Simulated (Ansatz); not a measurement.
Basis-set series for C2H9BOSi (`CB[SiH2]OC`). The species carries charge 0 and has multiplicity 1. All single points use the PBE0-D4/def2-TZVP geometry. It is one conformer, not always the lowest.

```tsv
functional	basis	functions	energy (Eh)	HOMO (eV)	LUMO (eV)
PBE0-D4	def2-SVP	119	-470.62830	-7.22	-1.74
PBE0-D4	def2-TZVPP	292	-470.94078	-7.31	-1.80
ωB97M-V	def2-SVP	119	-470.83581	-9.41	0.31
ωB97M-V	def2-TZVPP	292	-471.15961	-9.52	0.16
```

(1) Give the rows for def2-QZVPP. (Estimate.)

## Answers

(1) Ansatz gave: 
```
functional       basis  functions  energy (Eh)  HOMO (eV)  LUMO (eV)
   PBE0-D4  def2-QZVPP        568   -470.96161      -7.33      -1.82
   ωB97M-V  def2-QZVPP        568   -471.17937      -9.54       0.12
```

Positive LUMOs are unbound and depend on the basis.
